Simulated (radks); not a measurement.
Problem. Rb25+, configuration [Ne] 3s2. Method: non-relativistic Kohn-Sham, PBE, spin-polarised, spherical densities, point nucleus; relativity is left out, which matters for an element this heavy; computed with a radial shooting solver on a logarithmic mesh with Libxc functionals. Some entries of the table are withheld. Estimate them.

| orbital | occ. | eigenvalue (eV) | r(max) (bohr) |
|---|---|---|---|
| 1s | 2 | (1) | 0.02728 |
| 2s | 2 | -3080.084 | (2) |
| 2p | 6 | -2914.915 | (3) |
| 3s | 2 | -1198.873 | (4) |

Solution. 
(1) 1s eigenvalue (eV): -15941.69
(2) 2s r(max) (bohr): 0.1524
(3) 2p r(max) (bohr): 0.1202
(4) 3s r(max) (bohr): 0.4148
